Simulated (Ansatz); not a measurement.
Reactions of `CC(C)C(=O)CC(=O)C(C)(C)C`.

Gas-phase electronic energies from Ansatz, PBE0-D4/def2-TZVP geometries. CCSD(T)/CBS adds triple-zeta CCSD(T) − MP2 to the extrapolated MP2 energy (def2 sets, frozen cores). This one scheme is used for every species, atoms too. DFT in def2-TZVPP. No spin–orbit coupling; open shells (•) take unrestricted orbitals. Spin–orbit coupling would lower the free atoms: a little for C, O. One conformer a species, not always the lowest.

| reaction | B2PLYP (kJ/mol) | MP2/CBS(def2) (kJ/mol) | r2SCAN-D4 (kJ/mol) |
| --- | --- | --- | --- |
| `CC(C)C(=O)CC(=O)C(C)(C)C` + `CC(C)C` → `CC(C)(C)C(=O)CC(=O)C(C)(C)C` + propane | 14 | 5 | 9 |
| `CC(C)C(=O)CC(=O)C(C)(C)C` → `CC(C)/C(O)=C/C(=O)C(C)(C)C` | -22 | -23 | -32 |
| `CC(C)C(=O)CC(=O)C(C)(C)C` + H₂O → `CC(C)(C)C(=O)O` + `CC(=O)C(C)C` | -55 | -33 | -51 |
| `CC(C)C(=O)CC(=O)C(C)(C)C` + CH₄ → `CC(=O)CC(=O)C(C)C` + `CC(C)C` | 2 | 17 | 10 |
| `CC(C)C(=O)CC(=O)C(C)(C)C` + dimethylamine → `CN(C)C(=O)C(C)(C)C` + `CC(=O)C(C)C` | -39 | -39 | -43 |
| `CC(C)C(=O)CC(=O)C(C)(C)C` + benzene → `CC(C)C(=O)CC(=O)c1ccccc1` + `CC(C)C` | -19 | -10 | -17 |
| `CC(C)C(=O)CC(=O)C(C)(C)C` → 10 C• + 18 H• + 2 O• | 12482 | 12812 | 12659 |

(1) Give the CCSD(T)/CBS values in the same order. (An estimate is asked.)

Largest T1 diagnostic: 0.014, for `CC(=O)CC(=O)C(C)C`.

Answers

(1) Ansatz gave: 7, -17, -37, 13, -35, -9, 12601 kJ/mol.
